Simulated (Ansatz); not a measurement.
Species: sum formula H3SiO3, charge 0, multiplicity 2. It need not be the lowest isomer of its formula. SMILES: O[Si](O)O
Geometry from a B3LYP-D3(BJ)/def2-TZVP (Ansatz, a program for electronic structure) optimisation:
```
Si
O 1 1.6473
H 2 0.9617 1 117.63
O 1 1.6473 2 108.18 3 -59.54
H 4 0.9617 1 117.63 2 -176.52
O 1 1.6473 2 108.18 3 -176.52
H 6 0.9617 1 117.63 2 -59.54
```
Charge 0, spin multiplicity 2.

Parts of the frozen-core correlation energy in cc-pVTZ (Ansatz, hartree). Frozen orbitals: 8; correlated occupied orbitals by spin: 13 and 12; virtual: 145 and 146. UHF or UKS for open shells. No spin-orbit coupling. Non-relativistic.

| term | value |
|---|---|
| reference (HF) | -515.49052 |
| MP2 opposite-spin | -0.60894 |
| MP2 same-spin | -0.21194 |
| CCSD correlation | -0.83058 |
| (T) | -0.02963 |
| T1 diagnostic | 0.014 |
| largest doubles amplitude | 0.014 |
| <S^2> of the reference | 0.754 |
